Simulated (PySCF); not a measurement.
Identify the unknown among the candidates.

All candidates are C4H8F2Si.

| technique | computed result |
| --- | --- |
| 13C NMR | chemical shifts (computed TMS as zero) by class: 92.2 (2 C), 37.9 (2 C) ppm [GIAO PBE0/pcSseg-1] |
| Triplet | lowest triplet excitation (Tamm–Dancoff): 6.71 eV [TDA CAM-B3LYP/def2-SVPD] |
| Rotational structure | rotational constants A, B, C: 3.417, 1.765, 1.379 GHz [GFN2-xTB] |
| UV, strongest line | among the 8 lowest singlet transitions: S7 at 8.47 eV (146 nm, f = 0.136) [TDDFT CAM-B3LYP/def2-SVPD] |
| NMR, other nuclei | isotropic shieldings of nuclei other than C and H, by class: 417 (2 F), 373 (1 Si) ppm [GIAO PBE0/pcSseg-1] |
| Polarisability | 71.8 au [CAM-B3LYP/def2-SVPD] |
| 1H NMR | chemical shifts (computed TMS as zero) by class: 5.45 (2 H), 4.34 (2 H), 2.41 (2 H), 1.84 (2 H) ppm [GIAO PBE0/pcSseg-1] |
| Dipole | 0.00 D [CAM-B3LYP/def2-SVPD] |
| UV, first state | lowest singlet excitation: 7.25 eV (171 nm, f = 0.023) [TDDFT CAM-B3LYP/def2-SVPD] |

The electronic properties come from PySCF, for the isolated species, density fitting. Levels stand in brackets. Isolated species at its GFN2-xTB geometry (one conformer only). NMR classes are plain means over equivalent atoms (diastereotopic ones count apart unless rotation or inversion swaps them), as if these changed places fast.

Question: Which candidate is it?
A. `F[C@@H]1CC[C@H](F)[SiH2]1`
B. `F[C@@H]1C[SiH2][C@H](F)C1`
C. `C/C(F)=C(\[SiH3])CF`
D. `F[C@@H]1CC[C@@H](F)[SiH2]1`
E. `C[C@@]1(C(F)F)C[SiH2]1`

Answer: D. It is `F[C@@H]1CC[C@@H](F)[SiH2]1`. Numbering: `[F:1][C@@H:2]1[CH2:3][CH2:4][C@@H:5]([F:6])[SiH2:7]1`. Its formula, C4H8F2Si, gives 1 degree of unsaturation: 1 ring and 0 π bonds in the structure found. 4 carbons fall into 2 classes; from least to most shielded: sp3 C–F carbon [C2/C5] (92.2 ppm, 2 C), ring CH2 carbon [C3/C4] (37.9 ppm, 2 C). Hydrogen classes from least to most shielded: 2 H on 2 sp3 C–F carbons, C2/C5 (5.45 ppm), 2 H on an SiH2 silicon, Si7 (4.34 ppm), 2 H on 2 ring CH2 carbons, C3/C4 (2.41 ppm), 2 H on 2 ring CH2 carbons, C3/C4 (1.84 ppm). The other shieldings belong to: 417 ppm, alkyl fluorine [F1/F6]; 373 ppm, SiH2 silicon [Si7]. The optimised geometry has point group C2 and is an asymmetric top.

The others, at the same levels:
- `F[C@@H]1C[SiH2][C@H](F)C1` fails: it has 4 carbon classes against 2; its computed 13C shifts are 93.7 (1 C), 88.7 (1 C), 45.4 (1 C), 18.7 (1 C) ppm, 1H shifts are 5.26 (1 H), 4.84 (1 H), 4.42 (1 H), 4.22 (1 H), 2.93 (1 H), 2.19 (1 H), 1.60 (1 H), 1.55 (1 H) ppm and strongest line among the 8 lowest singlet transitions is S3 at 7.92 eV (156 nm, f = 0.071) (against S7 at 8.47 eV).
- `F[C@@H]1CC[C@H](F)[SiH2]1` fails: its computed 1H shifts are 5.26 (2 H), 4.44 (1 H), 4.23 (1 H), 2.43 (2 H), 1.84 (2 H) ppm, lowest singlet excitation is 7.07 eV (175 nm, f = 0.010) (against 7.25 eV) and lowest triplet excitation (Tamm–Dancoff) is 6.51 eV (against 6.71 eV).
- `C[C@@]1(C(F)F)C[SiH2]1` fails: it has 4 carbon classes against 2; its computed 13C shifts are 126.8 (1 C), 22.2 (1 C), 15.5 (1 C), 7.0 (1 C) ppm, 1H shifts are 5.54 (1 H), 2.82 (1 H), 2.61 (1 H), 1.46 (3 H), 0.80 (1 H), 0.52 (1 H) ppm and lowest singlet excitation is 6.43 eV (193 nm, f = 0.238) (against 7.25 eV).
- `C/C(F)=C(\[SiH3])CF` fails: it has 4 carbon classes against 2; its computed 13C shifts are 170.6 (1 C), 110.2 (1 C), 82.7 (1 C), 21.1 (1 C) ppm, 1H shifts are 5.52 (2 H), 4.26 (3 H), 2.10 (3 H) ppm and rotational constant A is 2.555 GHz (against 3.417 GHz).

Each candidate is one conformer, not necessarily the lowest. Dipoles, sizes and rotational constants follow the conformer. The torsions of the flexible species, by atom-mapped SMILES:
- `[CH3:1][C@@:2]1([CH:3]([F:4])[F:5])[CH2:6][SiH2:7]1`: C1–C2–C3–F4 52°
- `[CH3:1]/[C:2]([F:3])=[C:4](\[SiH3:5])[CH2:6][F:7]`: C2–C4–C6–F7 -146°

The conformers of `F[C@@H]1CC[C@@H](F)[SiH2]1`, `F[C@@H]1C[SiH2][C@H](F)C1` and `F[C@@H]1CC[C@H](F)[SiH2]1` aren't listed.
